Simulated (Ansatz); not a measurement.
The lowest singlet and triplet of SiH2 (SMILES [SiH2]); geometries from B3LYP-D3(BJ)/def2-TZVP, each state relaxed from the structure named, with no frequency check.
Singlet (charge 0, multiplicity 1):
```xyz
3

Si    -0.0004     0.1329     0.0000
H     -1.0880    -0.9336     0.0000
H      1.0942    -0.9264     0.0000
```
Triplet (charge 0, multiplicity 3):
```xyz
3

Si    -0.0003     0.0950     0.0000
H     -1.2738    -0.6683     0.0000
H      1.2775    -0.6611     0.0000
```

A positive gap puts the triplet lower; no zero-point energy. U- takes an unrestricted singlet (broken symmetry where lower, unprojected). The triplet is unrestricted in single-reference levels.

Codes used: Ansatz (a program for electronic structure) with Gaussian orbitals. Values without a source in brackets are computed.

Task: One of these levels gives -6.77 kcal/mol for the gap E(singlet) − E(triplet), adiabatic. Name it.
A) U-SVWN5/def2-TZVPP
B) U-HF/cc-pV(T+d)Z (spin-contaminated)
C) U-PBE/def2-TZVPP

Result: B, U-HF/cc-pV(T+d)Z (spin-contaminated). The others give -19.02 (U-SVWN5/def2-TZVPP), -16.15 (U-PBE/def2-TZVPP)
